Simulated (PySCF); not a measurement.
**How methods differ on the ionisation energy of Ti**

Ti [Ar] 3d2 4s2 (3F) → Ti⁺ [Ar] 3d2 4s1 (4F), as a difference of total energies. Computed with PySCF 2.14 in jorge-DZP-DKH (8s6p2d1f, 43 functions), with scalar relativity by spin-free X2C-1e. Correlated levels: valence: [Ar] frozen. The calculations carry no spin-orbit coupling.

```tsv
method	ionisation energy (eV)	error (eV)
UHF	5.524	-1.304
PBE0	6.522	-0.306
PBE	6.623	-0.205
MP2 (valence)	6.192	-0.636
SCS-MP2 (valence)	6.329	-0.499
```

Reference: 6.828 eV (measured; NIST levels, between the centres of gravity of the two terms).

Errors of the correlated levels include the incompleteness of this basis and the frozen core.

MP2 underrates the near-degeneracy of ns² with np² in the lower species.
